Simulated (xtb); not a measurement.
C₂H₄ClFSi₂, SMILES C#C[Si@H](F)[SiH2]Cl. All values are semi-empirical tight-binding results from xtb (GFN2-xTB unless named), good for trends rather than for accurate numbers. The structure is a stationary point at GFN2-xTB. The structure was generated by enumeration; whether it is a known compound was not checked. The values are those of a single conformer.

**Question.** Estimate the properties. (Estimate from the structure and the level; the computed values follow.)

**Answer.** 
```
Property                                        Value
--------------------------------------  -------------
orbital gap                                   4.13 eV
dipole moment                                  2.18 D
zero-point energy                       29.8 kcal/mol
G − E(el) at 298.15 K (modified RRHO)    7.3 kcal/mol
static polarisability (D4 model)           90.6 bohr³
solvation energy, GFN2-xTB/ALPB(water)  -1.9 kcal/mol
solvation energy, GFN2-xTB/ALPB(ether)  -5.8 kcal/mol
```
